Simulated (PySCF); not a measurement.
C₆H₅F, SMILES C#CC(=C)/C=C\F.

Geometry: PBE0-D3(BJ)/def2-SVP. The structure was generated by enumeration; whether it is a known compound was not checked. One conformer was computed; it need not be the lowest.

All values below come from PBE/def2-TZVP (PySCF).

Symmetry labels are those of the subgroup Cs that the program uses (full group Cs).

Computed valence orbital energies around the gap with their symmetry:
```tsv
orbital	symmetry	energy (eV)
HOMO−7	A'	-10.88
HOMO−6	A'	-10.43
HOMO−5	A'	-9.56
HOMO−4	A"	-8.89
HOMO−3	A'	-8.84
HOMO−2	A"	-6.77
HOMO−1	A'	-6.70
HOMO	A"	-5.69
LUMO	A"	-2.24
LUMO+1	A"	-0.48
LUMO+2	A'	0.00
LUMO+3	A'	0.70
```
